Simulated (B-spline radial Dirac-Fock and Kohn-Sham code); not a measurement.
## Dipole and non-dipole photoemission parameters of I⁴⁺ 5s

System: the I⁴⁺ ion, [Kr] 4d10 5s2 5p1; threshold 62.59 eV (orbital energy of the model). Calculated with a radial B-spline solver, using Dirac-Hartree-Slater photoionisation with a Latter tail; cross sections with all multipoles, angular parameters from the dipole term and its interference with E2.

```
hν (eV)  σ (kb)      β       γ
     80     150  1.925   0.107
    150    82.5  1.960   0.234
    157    78.3  1.962   0.243
    160    76.5  1.962   0.249
    206    54.0  1.968   0.280
    294    32.2  1.974   0.296
    313    29.4  1.975   0.298
    400    20.6  1.978   0.303
    492    15.0  1.980   0.295
    800    6.90  1.984   0.223
    937    5.31  1.985   0.188
   1140    3.81  1.986   0.138
   1670    1.96  1.987   0.029
   2930   0.695  1.989  -0.094
   3380   0.531  1.989  -0.105
   4170   0.355  1.990  -0.097
   4710   0.281  1.990  -0.077
 5414.7   0.213  1.990  -0.036
   6000   0.174  1.990   0.007
   7020   0.126  1.990   0.096
   7040       ?      ?       ?
   8320  0.0888  1.990   0.222
 9251.7  0.0711  1.990   0.317
  10300  0.0566  1.990   0.428
  11000  0.0492  1.990   0.503
```

Problem. Give the values at 7040 eV.

Solution. σ = 0.125 kb, β = 1.990, γ = 0.098. For an s subshell δ is negligible.
